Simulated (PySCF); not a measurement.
CS2, charge -1, doublet, at a GFN2-xTB geometry (a state made from the parent by changing its charge; the spin is typed, not shown lowest) (in this run its highest filled SCF level lies above zero, so its values depend strongly on the basis, on diffuse functions most of all); R2SCAN/cc-pVDZ run with PySCF.

PySCF was given this input:
```python
from pyscf import gto, scf, dft

mol = gto.Mole()
mol.atom = '''
    S    -1.519240    0.084870    0.117005
    C    -0.013470   -0.098380   -0.463280
    S     1.524291   -0.047977    0.056725
'''
mol.basis = 'cc-pvdz'
mol.charge = -1
mol.spin = 1
mol.verbose = 4
mol.symmetry = True
mol.build()

mf = dft.UKS(mol)
mf.xc = 'r2scan'
mf.kernel()
mf.analyze()
```

What the program printed (banner, timings and long lists left out):

```
PySCF version 2.14.0

[INPUT] verbose = 4
[INPUT] num. atoms = 3
[INPUT] num. electrons = 39
[INPUT] charge = -1
[INPUT] spin (= nelec alpha-beta = 2S) = 1
[INPUT] symmetry True subgroup None
[INPUT] Mole.unit = angstrom
[INPUT] Symbol           X                Y                Z      unit          X                Y                Z       unit  Magmom
[...]
nuclear repulsion = 107.019067468602
point group symmetry = C2v
symmetry origin: [-1.98918539e-07  3.97837079e-07  0.00000000e+00]
symmetry axis x: [ 0.03852289  0.97723325 -0.20864124]
symmetry axis y: [ 0.99885322 -0.04359892 -0.01978323]
symmetry axis z: [-0.02842936 -0.20763986 -0.97779213]
num. orbitals of irrep A1 = 20
num. orbitals of irrep A2 = 6
num. orbitals of irrep B1 = 8
num. orbitals of irrep B2 = 16
number of shells = 15
number of NR pGTOs = 108
number of NR cGTOs = 50
basis = cc-pvdz
ecp = {}

******** <class 'pyscf.dft.uks_symm.SymAdaptedUKS'> ********
method = SymAdaptedUKS
initial guess = minao
damping factor = 0
level_shift factor = 0
DIIS = <class 'pyscf.scf.diis.CDIIS'>
diis_start_cycle = 1
diis_space = 8
diis_damp = 0
SCF conv_tol = 1e-09
SCF conv_tol_grad = None
SCF max_cycles = 50
direct_scf = True
direct_scf_tol = 1e-13
number electrons alpha = 20  beta = 19
XC library pyscf.dft.libxc version 7.1.2
    S. Lehtola, C. Steigemann, M. J. T. Oliveira, and M. A. L. Marques,  SoftwareX 7, 1–5 (2018)
XC functionals = r2scan
    J. W. Furness, A. D. Kaplan, J. Ning, J. P. Perdew, and J. Sun,  J. Phys. Chem. Lett. 11, 8208–8215 (2020)
    J. W. Furness, A. D. Kaplan, J. Ning, J. P. Perdew, and J. Sun,  J. Phys. Chem. Lett. 11, 9248–9248 (2020)
    J. W. Furness, A. D. Kaplan, J. Ning, J. P. Perdew, and J. Sun,  J. Phys. Chem. Lett. 11, 8208–8215 (2020)
    J. W. Furness, A. D. Kaplan, J. Ning, J. P. Perdew, and J. Sun,  J. Phys. Chem. Lett. 11, 9248–9248 (2020)
radial grids:
    Treutler-Ahlrichs [JCP 102, 346 (1995); DOI:10.1063/1.469408] (M4) radial grids

becke partition: Becke, JCP 88, 2547 (1988); DOI:10.1063/1.454033
pruning grids: <function nwchem_prune>
grids dens level: 3
symmetrized grids: True
atomic radii adjust function: <function treutler_atomic_radii_adjust>
small_rho_cutoff = 0
Freeze 0 electrons in irreps []
    39 free electrons in irreps A1 A2 B1 B2
Set gradient conv threshold to 3.16228e-05
tot grids = 51880
init E= -834.673486538322

cycle= 1 E= -834.398576797187  delta_E= 0.275  |g|= 0.204  |ddm|= 1.56
[...]
converged SCF energy = -834.431037293455  <S^2> = 0.75489491  2S+1 = 2.0048889
Total Energy =                        -834.431037293455233
[...]
beta  MO #16 (B1 #2), energy= -0.102743811261428 occ= 1
beta  MO #17 (A1 #8), energy= -0.0819044030971212 occ= 1
beta  MO #18 (A2 #2), energy= -0.0109498734392586 occ= 1
beta  MO #19 (B2 #7), energy= 0.00938081200055851 occ= 1
beta  MO #20 (A1 #9), energy= 0.14468112370569 occ= 0
beta  MO #21 (B1 #3), energy= 0.150283949895399 occ= 0
beta  MO #22 (A1 #10), energy= 0.279693416288907 occ= 0
beta  MO #23 (B2 #8), energy= 0.365539110723706 occ= 0
beta  MO #24 (A1 #11), energy= 0.589565702406978 occ= 0
beta  MO #25 (B2 #9), energy= 0.615630781714246 occ= 0
beta  MO #26 (B2 #10), energy= 0.681861946605506 occ= 0
beta  MO #27 (B1 #4), energy= 0.683012317324345 occ= 0
beta  MO #28 (A1 #12), energy= 0.685664373995171 occ= 0
beta  MO #29 (A2 #3), energy= 0.689078541943112 occ= 0
beta  MO #30 (A1 #13), energy= 0.706946299600388 occ= 0
beta  MO #31 (B2 #11), energy= 0.76251895524498 occ= 0
beta  MO #32 (A1 #14), energy= 0.768527814732077 occ= 0
beta  MO #33 (B1 #5), energy= 0.774784685065965 occ= 0
beta  MO #34 (A2 #4), energy= 0.787308054724537 occ= 0
beta  MO #35 (B1 #6), energy= 0.798200435876534 occ= 0
beta  MO #36 (A1 #15), energy= 0.802815595801479 occ= 0
beta  MO #37 (B2 #12), energy= 0.820430054011016 occ= 0
beta  MO #38 (A2 #5), energy= 0.828699054755148 occ= 0
beta  MO #39 (B2 #13), energy= 0.9681982169466 occ= 0
beta  MO #40 (A1 #16), energy= 0.975777911847408 occ= 0
beta  MO #41 (B1 #7), energy= 0.998030559871781 occ= 0
beta  MO #42 (B2 #14), energy= 1.10975004959881 occ= 0
beta  MO #43 (A1 #17), energy= 1.2141084623066 occ= 0
beta  MO #44 (A1 #18), energy= 1.27081116785862 occ= 0
beta  MO #45 (B2 #15), energy= 1.40932713100861 occ= 0
beta  MO #46 (B1 #8), energy= 1.53379517838195 occ= 0
beta  MO #47 (A1 #19), energy= 1.59949630926246 occ= 0
beta  MO #48 (A2 #6), energy= 1.76189381541587 occ= 0
beta  MO #49 (B2 #16), energy= 1.99086393146655 occ= 0
beta  MO #50 (A1 #20), energy= 2.27389640260388 occ= 0
 ** Mulliken pop alpha/beta on meta-lowdin orthogonal AOs **
 ** Mulliken pop       alpha | beta **
In total            20.00000 | 19.00000
 ** Mulliken atomic charges   ( Nelec_alpha | Nelec_beta ) **
charge of  0S =     -0.33078  (     8.25397      8.07681 )
charge of  1C =     -0.33844  (     3.49207      2.84637 )
charge of  2S =     -0.33078  (     8.25397      8.07681 )

WARN: System has nonzero charge -1; the dipole moment is origin-dependent.
Location of origin: [0. 0. 0.]

Dipole moment(X, Y, Z, Debye):  0.00967,  0.07064,  0.33267
```
